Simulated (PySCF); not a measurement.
CH6OSiZn, SMILES [CH3][Zn][O][SiH3].

Geometry: PBE-D3(BJ)/def2-SVP. The structure was generated by enumeration; whether it is a known compound was not checked. Other conformers were not sampled.

Two levels are set side by side: PBE/def2-TZVP (PySCF) and r2SCAN/def2-TZVP (PySCF). Same geometry, gas phase. Differences are taken from unrounded values.

```
quantity                     r2SCAN    PBE  PBE minus r2SCAN
---------------------------  ------  -----  ----------------
orbital gap (eV)               5.85   5.18             -0.66
highest occupied level (eV)   -6.96  -6.63              0.33
lowest empty level (eV)       -1.11  -1.45             -0.34
dipole moment (D)              2.44   2.43             -0.01
mean polarisability (bohr³)    67.1   69.6               2.4
```

Rough cost on one machine, each run with all the roots and properties that it gave: r2SCAN against PBE about 3 times.
